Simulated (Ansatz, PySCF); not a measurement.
Stepwise substitution at one centre (B NH2-H). All species are isolated molecules in the gas phase. Strings in code marks are SMILES.

Quantity: vertical ionisation energy (energy after one electron is removed minus that of the parent at the parent's geometry), in eV.

Level 1: B3LYP-D3(BJ)/def2-TZVP (PySCF)
Level 2: PBE-D3(BJ)/def2-TZVP // B3LYP-D3(BJ)/def2-TZVP (PySCF)
Level 3: minus the HOMO energy of SVWN5/6-31G* // B3LYP-D3(BJ)/def2-TZVP (PySCF)
Level 4: HF/cc-pVTZ // B3LYP-D3(BJ)/def2-TZVP (Ansatz, an electronic-structure program)

```json
[
 {"species": "`BN`", "level 1": "11.41", "level 2": "11.22", "level 3": "7.05", "level 4": "9.64"},
 {"species": "`B`", "level 1": "13.14", "level 2": "12.90", "level 3": "8.28", "level 4": "12.43"}
]
```
